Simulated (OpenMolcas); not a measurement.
4f⁵ along the 59-electron sequence

| Property | Result |
| --- | --- |
| Program | OpenMolcas 26.06 |
| Method | RASSCF |
| Basis | ANO-R2 |
| Scalar Hamiltonian | X2C, finite nucleus |
| Spin-orbit coupling | state interaction with AMFI integrals over the reference wave functions, term energies averaged over their components |

Active space for each ion: 5 electrons in 12 orbitals (RAS2 4f; RAS3 5d, at most 1 electron).

Computed levels in cm-1 above ⁶H°_5/2:

| Level | Pm2+ | Sm3+ | Eu4+ |
| --- | --- | --- | --- |
| ⁶H°_7/2 | 834 | 1105 | 1399 |
| ⁶H°_9/2 | 1839 | 2412 | 3035 |
| ⁶H°_11/2 | 2974 | 3866 | 4832 |
| ⁶H°_13/2 | 4200 | 5421 | 6730 |
| ⁶H°_15/2 | 5494 | 7044 | 8687 |
| ⁶F°_1/2 | 7075 | 8168 | 9200 |
| ⁶F°_3/2 | 7316 | 8445 | 9517 |
| ⁶F°_5/2 | 7772 | 9000 | 10182 |
| ⁶F°_7/2 | 8493 | 9934 | 11350 |
| weight of ⁶H° in the lowest level (%) | 98 | 97 | 96 |

The fine-structure level ⁶H°_15/2 changes by a factor of 1.58 from Pm2+ to Eu4+. Its fourth root runs 8.61, 9.16, 9.65, with steps per unit of Z of 0.55, 0.49; equal steps would mean a (Z - σ)^4 law with constant σ.

⁶F°_1/2 changes by a factor of 1.3 over the same range, with steps per unit of Z of +1090, +1030 cm-1.

High states are left out of the spin-orbit mixing, which shifts the levels that they would mix with. Without dynamic correlation excited terms often stand tens of per cent too high (terms of higher spin than the ground term too low), and those without a measured partner can miss by more than the paired ones. Without dynamic correlation the f → d energies are rough (holds for Pm2+). Only configurations of the active space appear.

° marks odd parity.
